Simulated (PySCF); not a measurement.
**Spinor energies of Gd⁴⁷⁺ (gadolinium, charge +47)**

Start: [Ne] 3s2 3p5; 3p1/2 filled at m_j = -1/2, +1/2; 3p3/2 filled at m_j = -1/2, +1/2, +3/2. Calculated with PySCF 2.14 in an uncontracted even-tempered set (18 s from 12 bohr⁻², ratio 2.4; 14 p from 15 bohr⁻², ratio 2.4; 4 d from 56 bohr⁻², ratio 2.6; 4 f from 85 bohr⁻², ratio 2.6): generalised Hartree-Fock with the X2C-1e Hamiltonian and a Gaussian nucleus; one run each with spin-orbit coupling (SO) switched off, then screened by Boettger's factors.

```tsv
spinor shell	electrons	ε, spin-free (eV)	ε, screened SO (eV)	weight of nominal j (screened SO)	rms radius, screened SO (bohr)
1s1/2	2	-53583.8	-53572.7	1.000	0.0249
2s1/2	2	-11429.9	-11425.8	1.000	0.0996
2p1/2	2	-10510.9	-11011.9	1.000	0.0851
3s1/2	2	-4427.9	-4426.4	1.000	0.241
3p1/2	2	-4140.8	-4264.3	0.999	0.230
3p3/2	3	-4140.8	-4086.6	1.000	0.240
```

Question: Where does 2p3/2 lie, and what is the 2p spin-orbit splitting (screened SO)?

Answer: At -10294.2 eV, 717.66 eV above 2p1/2.

```
   quantity    spin-free  screened SO
E (hartree)  -9202.32249  -9211.45476
        M_J          3/2          3/2
       ⟨J²⟩        3.750        3.750
       ⟨L²⟩        2.000        2.024
       ⟨S²⟩        0.750        0.774
```

Each row is a mean over spinors that exchange with the open shell spreads, by up to 23.581 eV (3s1/2).

Breit and QED terms are absent; they matter most for the inner s and p1/2 levels.

Densities and radii are taken from the X2C orbitals without a picture-change correction, which distorts them close to the nucleus.

Without spin-orbit coupling the j labels of p, d and f shells carry no meaning; the spin-free column gives the mean over the occupied spinors of each nl shell.
